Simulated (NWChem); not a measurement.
System: CH₃F₃Sn; SMILES [CH3][Sn]([F])([F])[F]

Parts of the log:

```
             Northwest Computational Chemistry Package (NWChem) 7.3.0
             --------------------------------------------------------

 C1  symmetry detected

                             Geometry "geometry" -> ""
                             -------------------------

 Output coordinates in angstroms (scale by  1.889725989 to convert to a.u.)

  No.       Tag          Charge          X              Y              Z
 ---- ---------------- ---------- -------------- -------------- --------------
    1 C                    6.0000    -0.00260643    -2.15128241    -0.00181397
    2 Sn                  50.0000    -0.00007789    -0.01079536    -0.00004329
    3 F                    9.0000     1.75030450     0.77162485     0.32587044
    4 F                    9.0000    -1.15519574     0.77487704     1.35291120
    5 F                    9.0000    -0.59195856     0.77714409    -1.67664172
    6 H                    1.0000    -0.35412718    -2.48735829    -0.99397876
    7 H                    1.0000    -0.68636561    -2.48834423     0.79803830
    8 H                    1.0000     1.03167409    -2.48964856     0.18972935

 Effective nuclear repulsion energy (a.u.)     558.4944599806

                                 NWChem DFT Module
                                 -----------------

 Summary of "ao basis" -> "ao basis" (spherical)
 ------------------------------------------------------------------------------
       Tag                 Description            Shells   Functions and Types
 ---------------- ------------------------------  ------  ---------------------
 C                          def2-svp                 6       14   3s2p1d
 Sn                         def2-svp                10       26   4s4p2d
 F                          def2-svp                 6       14   3s2p1d
 H                          def2-svp                 3        5   2s1p

            General Information
            -------------------
          SCF calculation type: DFT
          Wavefunction type:  closed shell.
          No. of atoms     :     8
          No. of electrons :    58
           Alpha electrons :    29
            Beta electrons :    29
          Charge           :     0
          Spin multiplicity:     1
          Use of symmetry is: off; symmetry adaption is: off
          Maximum number of iterations: 150
          AO basis - number of functions:    97
                     number of shells:    43
          Convergence on energy requested:  1.00D-06
          Convergence on density requested:  1.00D-05
          Convergence on gradient requested:  5.00D-04

              XC Information
              --------------
                       M05-2X Method XC Functional
                     Hartree-Fock (Exact) Exchange  0.560
                M05-2X metaGGA Exchange Functional  0.440
                      M05-2X Correlation Potential  1.000

             Grid Information
             ----------------
          Grid used for XC integration:  medium
          Radial quadrature: Mura-Knowles
          Angular quadrature: Lebedev.
          Tag              B.-S. Rad. Rad. Pts. Rad. Cut. Ang. Pts.
          ---              ---------- --------- --------- ---------
          C                   0.70       49           9.0       434
          Sn                  1.45      123           9.0       590
          F                   0.50       49          11.0       434
          H                   0.35       45          10.0       434
          Grid pruning is: on
          Number of quadrature shells:   454
          Spatial weights used:  Erf1

      Superposition of Atomic Density Guess
      -------------------------------------

 Sum of atomic energies:        -586.09592466

      Non-variational initial energy
      ------------------------------

 Total energy =    -550.831265
 1-e energy   =   -1432.805411
 2-e energy   =     587.235336
 HOMO         =      -0.416660
 LUMO         =      -0.078235

     ---------------------------------------------
      Total Density - Mulliken Population Analysis
     ---------------------------------------------

    Atom       Charge   Shell Charges
 -----------   ------   -------------------------------------------------------
    1 C    6     6.39   1.99  0.94  0.31  1.92  1.22  0.01
    2 Sn  22    19.90   1.60  0.41  0.77  0.21  3.27  2.72  0.57  0.19  9.78  0.37
    3 F    9     9.72   1.99  1.15  0.81  3.54  2.23  0.00
    4 F    9     9.72   1.99  1.15  0.81  3.54  2.23  0.00
    5 F    9     9.72   1.99  1.15  0.81  3.54  2.23  0.00
    6 H    1     0.85   0.65  0.18  0.03
    7 H    1     0.85   0.65  0.18  0.03
    8 H    1     0.85   0.65  0.18  0.03

   convergence    iter        energy       DeltaE   RMS-Dens  Diis-err
 ---------------- ----- ----------------- --------- --------- ---------
 d= 0,ls=0.0,diis     1   -553.2848749083 -8.48D+02  1.78D-02  1.35D+00
 d= 0,ls=0.0,diis     2   -553.2215152351  6.34D-02  8.39D-03  2.63D+00
 d= 0,ls=0.0,diis     3   -553.4477804539 -2.26D-01  6.42D-04  2.32D-03
 d= 0,ls=0.0,diis     4   -553.4481657627 -3.85D-04  2.06D-04  4.08D-04
 d= 0,ls=0.0,diis     5   -553.4482094889 -4.37D-05  7.05D-05  5.61D-05
  Resetting Diis
 d= 0,ls=0.0,diis     6   -553.4482175281 -8.04D-06  1.88D-05  5.49D-06
 d= 0,ls=0.0,diis     7   -553.4482183431 -8.15D-07  4.68D-06  9.79D-08

         Total DFT energy =     -553.448218343117
      One electron energy =    -1435.139905386510
           Coulomb energy =      642.957178369610
    Exchange-Corr. energy =      -56.004301391628
 Nuclear repulsion energy =      294.738810065412

 Numeric. integr. density =       58.000009963278

                       DFT Final Molecular Orbital Analysis
                       ------------------------------------

 Vector   27  Occ=2.000000D+00  E=-4.776529D-01
              MO Center=  4.2D-01,  7.4D-01, -3.2D-02, r^2= 3.5D+00
   Bfn.  Coefficient  Atom+Function         Bfn.  Coefficient  Atom+Function
  ----- ------------  ---------------      ----- ------------  ---------------
    44      0.359981  3 F  px                58      0.287613  4 F  px
    72      0.282816  5 F  px                45     -0.267627  3 F  py
    47     -0.254929  3 F  px                61     -0.203133  4 F  px
    75     -0.199693  5 F  px                48      0.196139  3 F  py
    73      0.163610  5 F  py                74      0.143862  5 F  pz

 Vector   28  Occ=2.000000D+00  E=-4.756200D-01
              MO Center=  3.8D-03,  7.7D-01,  4.8D-04, r^2= 3.6D+00
   Bfn.  Coefficient  Atom+Function         Bfn.  Coefficient  Atom+Function
  ----- ------------  ---------------      ----- ------------  ---------------
    46      0.378592  3 F  pz                72      0.362508  5 F  px
    58     -0.292103  4 F  px                49     -0.278754  3 F  pz
    75     -0.266929  5 F  px                60     -0.249311  4 F  pz
    61      0.215091  4 F  px                63      0.183597  4 F  pz
    74     -0.127599  5 F  pz                77      0.093971  5 F  pz

 Vector   29  Occ=2.000000D+00  E=-4.234226D-01
              MO Center= -9.2D-04, -8.8D-01, -6.9D-04, r^2= 3.6D+00
   Bfn.  Coefficient  Atom+Function         Bfn.  Coefficient  Atom+Function
  ----- ------------  ---------------      ----- ------------  ---------------
     5      0.375772  1 C  py                26     -0.275580  2 Sn py
     8      0.246562  1 C  py                17      0.214562  2 Sn s
    45     -0.211219  3 F  py                59     -0.211314  4 F  py
    73     -0.211414  5 F  py                48      0.149840  3 F  py
    62      0.149908  4 F  py                76      0.149980  5 F  py

 Vector   30  Occ=0.000000D+00  E=-3.039653D-02
              MO Center= -6.6D-04, -2.5D-01, -3.9D-04, r^2= 3.9D+00
   Bfn.  Coefficient  Atom+Function         Bfn.  Coefficient  Atom+Function
  ----- ------------  ---------------      ----- ------------  ---------------
    18      0.863443  2 Sn s                  3     -0.642935  1 C  s
    17      0.583559  2 Sn s                  8     -0.349804  1 C  py
     5     -0.288758  1 C  py                16     -0.270580  2 Sn s
    15     -0.218117  2 Sn s                 43     -0.218989  3 F  s
    57     -0.219090  4 F  s                 71     -0.219103  5 F  s

 Vector   31  Occ=0.000000D+00  E= 4.599056D-02
              MO Center=  1.0D-01, -3.1D-01,  1.8D-01, r^2= 4.1D+00
   Bfn.  Coefficient  Atom+Function         Bfn.  Coefficient  Atom+Function
  ----- ------------  ---------------      ----- ------------  ---------------
    30      0.782757  2 Sn pz                27      0.397329  2 Sn pz
    84      0.313571  6 H  s                 71      0.263284  5 F  s
    28      0.196932  2 Sn px                89     -0.182241  7 H  s
     9      0.160783  1 C  pz                37     -0.159828  2 Sn d -1
    83      0.160074  6 H  s                 57     -0.153142  4 F  s

 Vector   32  Occ=0.000000D+00  E= 4.600434D-02
              MO Center= -1.0D-01, -3.1D-01, -1.8D-01, r^2= 4.1D+00
   Bfn.  Coefficient  Atom+Function         Bfn.  Coefficient  Atom+Function
  ----- ------------  ---------------      ----- ------------  ---------------
    28      0.782837  2 Sn px                25      0.397292  2 Sn px
    94     -0.286388  8 H  s                 89      0.256877  7 H  s
    43     -0.240547  3 F  s                 57      0.215715  4 F  s
    30     -0.196907  2 Sn pz                 7      0.160809  1 C  px
    36     -0.159422  2 Sn d -2              93     -0.146137  8 H  s

     ---------------------------------------------
      Total Density - Mulliken Population Analysis
     ---------------------------------------------

    Atom       Charge   Shell Charges
 -----------   ------   -------------------------------------------------------
    1 C    6     6.38   1.99  0.87  0.32  2.06  1.12  0.02
    2 Sn  22    20.64   1.60  0.41  0.91  0.06  3.26  2.74  1.05  0.25  9.79  0.57
    3 F    9     9.45   1.99  1.09  0.86  3.32  2.19  0.00
    4 F    9     9.45   1.99  1.09  0.86  3.32  2.19  0.00
    5 F    9     9.45   1.99  1.09  0.86  3.32  2.19  0.00
    6 H    1     0.87   0.71  0.14  0.02
    7 H    1     0.87   0.71  0.14  0.02
    8 H    1     0.87   0.71  0.14  0.02

     -------------------------------------------
      Total Density - Lowdin Population Analysis
     -------------------------------------------

    Atom       Charge   Shell Charges
 -----------   ------   -------------------------------------------------------
    1 C    6     6.24   1.97  0.58  0.35  1.84  1.46  0.04
    2 Sn  22    20.97   1.17  0.75  0.65  0.31  3.01  2.83  1.09  0.51  9.54  1.10
    3 F    9     9.33   1.98  1.02  0.82  3.21  2.31  0.00
    4 F    9     9.33   1.98  1.02  0.82  3.21  2.31  0.00
    5 F    9     9.33   1.98  1.02  0.82  3.21  2.31  0.00
    6 H    1     0.93   0.61  0.25  0.07
    7 H    1     0.93   0.61  0.25  0.07
    8 H    1     0.93   0.61  0.25  0.07

     Multipole analysis of the density
     ---------------------------------

     L   x y z        total         alpha         beta         nuclear
     -   - - -        -----         -----         ----         -------
     0   0 0 0      0.000000    -29.000000    -29.000000     58.000000

     1   1 0 0     -0.002774     -0.003448     -0.003448      0.004121
     1   0 1 0     -1.954006     -1.262607     -1.262607      0.571208
     1   0 0 1     -0.001867     -0.002079     -0.002079      0.002290

     2   2 0 0    -37.286004    -97.915305    -97.915305    158.544606
     2   1 1 0      0.008566     -0.018163     -0.018163      0.044891
     2   1 0 1     -0.000122     -0.000052     -0.000052     -0.000017
     2   0 2 0    -31.337774   -127.346690   -127.346690    223.355605
     2   0 1 1      0.006045     -0.012741     -0.012741      0.031528
     2   0 0 2    -37.284376    -97.902077    -97.902077    158.519778
```

Level: M05-2X/def2-SVP with def2 effective core potentials on Sn. Coordinates come from a PBE-D3(BJ)/def2-SVP optimisation. def2 effective core potentials on Sn; no spin-orbit coupling.

Task: Which NWChem input produces such a log?

Result: Several could match; the one computed here: the input that was run:
```
start job
memory heap 200 mb stack 900 mb global 1100 mb
geometry units angstroms noautoz
  C      0.000370    -2.156191     0.008886
  Sn    -0.000158    -0.015719     0.000303
  F      1.050041     0.763531    -1.439173
  F      0.718396     0.776404     1.624583
  F     -1.768943     0.768923    -0.194351
  H     -1.045688    -2.494210    -0.102517
  H      0.426002    -2.489432     0.972571
  H      0.621191    -2.496428    -0.839487
end
basis spherical
  * library def2-svp
end
ecp
  Sn library def2-ecp
end
dft
  xc m05-2x
  iterations 150
  mulliken
end
task dft energy
```
